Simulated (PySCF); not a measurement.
Sn: electron affinity

Sn⁻ [Kr] 4d10 5s2 5p3 (4S) → Sn [Kr] 4d10 5s2 5p2 (3P), as a difference of total energies. Computed with PySCF 2.14 in aug-cc-pVTZ-DK3 (8s7p5d2f, 68 functions), with the spin-free X2C one-electron Hamiltonian (Gaussian nucleus). Correlated levels: valence: [Kr] 4d10 frozen. The calculations carry no spin-orbit coupling.

| method | electron affinity (eV) | plus first-order spin-orbit estimate | error of that sum (eV) |
| --- | --- | --- | --- |
| UHF | 0.963 | 0.712 | -0.400 |
| MP2 (valence) | 1.365 | 1.114 | +0.002 |
| SCS-MP2 (valence) | 1.226 | 0.974 | -0.138 |
| CCSD (valence) | 1.351 | 1.100 | -0.012 |
| CCSD(T) (valence) | 1.394 | 1.142 | +0.030 |

Reference: 1.112 eV (measured; photodetachment measurements, as compiled on the Wikipedia data page of electron affinities).

A first-order spin-orbit estimate (lowest level to lowest level, LS coupling) adds -0.251 eV.

Errors of the correlated levels include the incompleteness of this basis and the frozen core.
